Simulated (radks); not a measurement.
Results of a calculation; reference values are marked as such.
Question: These are the eigenvalues of the occupied orbitals of an atom or ion with whole-number occupations (eV). Code: a radial shooting solver on a logarithmic mesh with Libxc functionals. Model: Dirac Kohn-Sham, BLYP, spin-unpolarised, spherical densities, finite nucleus; Fermi nuclear charge, rms radius of each element as measured or else 0.836 A^(1/3) + 0.57 fm.

1s1/2: -11770.20
2s1/2: -1536.992
2p1/2: -1378.990
2p3/2: -1342.381
3s1/2: -240.1934
3p1/2: -187.0675
3p3/2: -182.0197
3d3/2: -90.9346
3d5/2: -90.1931
4s1/2: -57.2340

Which element is it, and in what charge state? The configuration may be excited. Open shells, if any, fill j = l - 1/2 first.

Answer: Z = 33, arsenic, charge +4: As4+ in [Ar] 3d10 4s1. The list shows which subshells hold electrons but not how many an open one holds; the 1s level, -432.55 hartree, gives Z - s = 29.4 by -(Z - s)^2/2, which with screening and relativity narrows Z to a few neighbours, and the depths of the outer levels then fix element, charge and occupations together.
